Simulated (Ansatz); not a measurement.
Start from `N[SiH2][O][GeH2][NH2]` and change one atom or group to get `N[SiH2][O][GeH3]`.

Ansatz, PBE0-D4/def2-TZVP geometries, multiplicity 1. Each molecule was computed in one conformer, which needn't be the lowest.

Scalar relativity is left out up to krypton.

```csv
property,`N[SiH2][O][GeH2][NH2]`
HOMO energy (B3LYP/def2-TZVPP) / eV,-7.18
size of the dipole moment (PBE/def2-TZVPP) / D,1.89
LUMO energy (PBE/def2-TZVPP) / eV,-0.34
LUMO energy (ωB97M-V/def2-TZVPP) / eV,1.91
HOMO energy (PBE0/def2-TZVPP) / eV,-7.42
HOMO–LUMO gap (PBE/def2-TZVPP) / eV,5.63
```

Task: Give the same properties after the change, and the shifts. (Best estimate.)

Result: Computed: 
| property | `N[SiH2][O][GeH3]` | shift |
| --- | --- | --- |
| HOMO energy (B3LYP/def2-TZVPP) / eV | -7.43 | -0.25 |
| size of the dipole moment (PBE/def2-TZVPP) / D | 0.92 | -0.97 |
| LUMO energy (PBE/def2-TZVPP) / eV | -0.60 | -0.26 |
| LUMO energy (ωB97M-V/def2-TZVPP) / eV | 2.01 | 0.10 |
| HOMO energy (PBE0/def2-TZVPP) / eV | -7.70 | -0.28 |
| HOMO–LUMO gap (PBE/def2-TZVPP) / eV | 5.67 | 0.04 |

With PBE0 the HOMO falls by 0.28 eV and the LUMO falls by 0.20 eV, so the gap widens by about 0.08 eV. PBE moves the HOMO by -0.28 eV and ωB97M-V by -0.32 eV. Dipoles are sizes alone; their direction can turn.

B3LYP here is the variant with VWN-RPA as its local correlation; programs differ in this.
